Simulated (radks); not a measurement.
Results of a calculation; reference values are marked as such.
Problem. Numerical settings for neutral gadolinium, [Xe] 4f7 5d1 6s2. Code: a radial shooting solver on a logarithmic mesh with Libxc functionals. Model: Dirac Kohn-Sham, PBEsol, spin-unpolarised, spherical densities, finite nucleus; open shells are shared between the two j in proportion to 2j + 1; Fermi nuclear charge, rms radius 5.1569 fm. The defaults (mesh step 0.008 in ln r, mesh end at 40 bohr or more with all orbitals vanishing there, Anderson mixing 0.5 over 9 steps, residual threshold near 1e-9 with the energy settled to 1e-9 hartree or 1e-11 of itself, here a cap of 71 iterations) give E = -11275.3777 hartree and 5d5/2 at -2.450 eV in 14 iterations. Run on one thread of a shared host, so times are rough (Intel(R) Xeon(R) Platinum 8488C): 0.17 s of CPU time, 0.17 s wall, 14 iterations on 2440 mesh points. One setting is changed at a time: mesh step in ln r 0.12; mesh step in ln r 0.03; mesh step in ln r 0.005; mesh end (bohr) 1; mesh end (bohr) 3; residual threshold 0.001; residual threshold 1e-16; mixing 0.01; linear mixing, mixing 0.8; linear mixing, mixing 0.5; mixing history 2; iteration cap 8. Which runs fail to converge, and which converge to a wrong energy?

Solution. Not converged within the cap: mesh step in ln r 0.12; residual threshold 1e-16; linear mixing, mixing 0.8; iteration cap 8. Settled on a wrong energy, with an occupied level pushed above zero by the early mesh end: mesh end (bohr) 1 (+372 hartree); mesh end (bohr) 3 (+3.76 hartree). Apart from these: no run marked as converged misses the energy by more than 1 mhartree.
